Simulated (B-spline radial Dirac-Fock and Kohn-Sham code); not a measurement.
# 2p3/2 emission of Cu²⁺

System: copper as Cu²⁺, configuration [Ar] 3d9, inside a Watson sphere of charge -2 and radius 2.7 Å (a model of the Madelung potential; inside it an electron's potential energy is raised by 10.7 eV).

These are calculated numbers from a radial finite-basis atomic code; the model is independent-particle radiative and Coulomb Auger rates from relativistic LDA hole-state orbitals, with Dirac-Fock energies.

```csv
line,multipole,energy (eV),width (meV),share (%)
L3-M1,E1,808.2,0.297,5.07
L3-M4,E1,933.2,0.561,9.59
L3-M5,E1,933.6,5.00,85.3
```

The listed lines hold 100.0 % of the radiative rate. The radiative width is 0.00585 eV in the length form and 0.00607 eV in the velocity form; the two differ because the transition energies are not eigenvalue differences of the potential that gave the orbitals.
